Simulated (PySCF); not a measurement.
## Molecular orbitals of SbC⁻

PBE0 at R = 1.921 Å; basis Sb def2-SVPD with ECP28, C def2-SVPD; scalar-relativistic core potentials; PySCF 2.14. State: ¹Σ⁺ (singlet), closed shell. Only the outer orbitals are listed, counted within each symmetry, core potentials removing the inner ones.

```tsv
orbital	occ.	ε (eV)	on Sb (%)	main shells (%)
5σ	2	-11.25	48	47 C s, 42 Sb s
6σ	2	-5.62	63	51 Sb s, 35 C s, 12 Sb p
3π	2	-0.77	65	63 Sb p, 35 C p
3π	2	-0.77	65	63 Sb p, 35 C p
7σ	2	-0.72	38	43 C p, 34 Sb p, 19 C s
4π	0	3.92	53	46 C p, 32 Sb p, 20 Sb d
4π	0	3.92	53	46 C p, 32 Sb p, 20 Sb d
```

Task: Which are the highest filled and the lowest empty level, where do they sit, and how wide is the gap?

Result: Highest filled 7σ at -0.72 eV (in %: 43 C p, 34 Sb p, 19 C s); lowest empty 4π at 3.92 eV (in %: 46 C p, 32 Sb p, 20 Sb d); the gap at PBE0 is 4.64 eV. An empty level above zero is unbound, and its energy depends on the basis.

- bond order (Mayer): 2.63
- ⟨S²⟩: 0.000
- charge on Sb (Mulliken, basis-dependent): -0.57
- charge on Sb (Löwdin, basis-dependent): -0.23
- dipole moment (positive dipole points towards C; it is taken about the centre of mass and depends on that origin): -4.69 D
- polarisability along the bond: 102.8 bohr³
- polarisability across the bond: 60.7 bohr³

Spin–orbit coupling is left out.
